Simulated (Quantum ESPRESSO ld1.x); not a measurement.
Question: Method: Dirac Kohn-Sham, LDA (Slater exchange, VWN5 correlation), spin-unpolarised, spherical densities, point nucleus; open shells are shared between the two j in proportion to 2j + 1; computed with ld1.x of Quantum ESPRESSO 7.5. Each species is in its NIST ground configuration. Rank Cd3+, Pd3+, Nb3+, Tc3+, Ag3+, Mo3+, Rh3+, Zr3+, Ru3+ by mean radius of the outermost orbital (bohr), largest first.

Answer: Zr3+ 1.84, Nb3+ 1.72, Mo3+ 1.61, Tc3+ 1.52, Ru3+ 1.45, Rh3+ 1.38, Pd3+ 1.31, Ag3+ 1.26, Cd3+ 1.20.
